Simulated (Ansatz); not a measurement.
Total energies of `FCBI`.

```xyz
7

F    -0.9946   -1.0174   -1.0030
C    -0.4885    0.1694   -0.5176
B     0.5795    0.0615    0.6043
I     1.2348   -1.7846    1.3587
H    -0.0588    0.7363   -1.3580
H    -1.3257    0.7815   -0.1478
H     1.0533    1.0533    1.0634
```

Charge 0, multiplicity 1. Correlated methods include outer-core shells of I, which these sets cover unevenly. I takes the def2 core potential. The geometry is a stationary point of PBE0-D4/def2-TZVP. It is one conformer, not always the lowest. Basis def2-TZVPP, the Gaussian-basis code of Ansatz.

RPA on PBE orbitals: Hartree–Fock energy of these orbitals -460.43024 Eh, correlation -1.45266 Eh (frozen core).

```tsv
functional	energy without D4 (Eh)	D4 term (kJ/mol)
LDA (SPW92)	-460.67400	–
PBE	-462.18064	-12.9
revPBE	-462.37292	-38.3
BLYP	-462.28815	-28.5
PBE0	-462.21876	-10.9
r2SCANh	-462.40043	-3.2
HSE06 (plane-wave form)	-462.20895	-10.2
BHLYP	-462.26428	-16.9
CAM-B3LYP	-462.32628	-11.2
LC-ωPBE	-462.31964	–
ωB97X-V	-462.32317	–
ωB97M-V	-462.30806	–
B2PLYP	-462.10228	–
PBE-QIDH	-462.04410	–
```

Task: Give the same for r2SCAN, B97M-V, B3LYP, r2SCAN0. (Estimate.)

Result: The calculation gave: 
| functional | energy without D4 (Eh) | D4 term (kJ/mol) |
| --- | --- | --- |
| r2SCAN | -462.41801 | -3.0 |
| B97M-V | -462.34547 | – |
| B3LYP | -462.48909 | -21.1 |
| r2SCAN0 | -462.37498 | -3.6 |

B3LYP takes the VWN-RPA correlation (the form of Gaussian; ORCA's B3LYP/G). HSE06 is the plane-wave form, built on full-range PBE exchange. The double hybrids freeze the cores in their second-order part.

LC-ωPBE has ω = 0.4 bohr⁻¹.
